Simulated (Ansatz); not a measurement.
Molecule: sum formula Si2NH6F, net charge 0, singlet state. 
Coordinates optimised at B3LYP-D3(BJ)/def2-TZVP (Ansatz, a quantum-chemistry and plane-wave program):
SMILES: F[SiH2]N[SiH3]
```xyz
10

Si     0.9495    -0.7784    -0.1917
F      2.0851     0.0322     0.6081
N     -0.3466     0.2221    -0.6831
Si    -1.7785     0.6559     0.2008
H      0.4388    -1.8015     0.7365
H      1.6136    -1.3378    -1.3842
H     -0.2149     0.6993    -1.5657
H     -2.9965     0.3613    -0.5906
H     -1.8004     2.0978     0.5442
H     -1.7744    -0.1491     1.4406
```
Charge 0, spin multiplicity 1.

Basis-set convergence of Hartree-Fock and CCSD(T) correlation energies (hartree) with Ansatz. Valence correlation only, unless marked. No spin-orbit coupling. No relativistic terms.

| basis | functions | E(HF) | E(corr, CCSD(T)) |
|---|---|---|---|
| aug-cc-pV(D+d)Z | 164 | -735.39462 | -0.66227 |
| aug-cc-pV(T+d)Z | 340 | … | … |

**Question.** What belongs in the gaps?

**Answer.** 
- aug-cc-pV(T+d)Z, E(HF): -735.47264
- aug-cc-pV(T+d)Z, E(corr, CCSD(T)): -0.79601
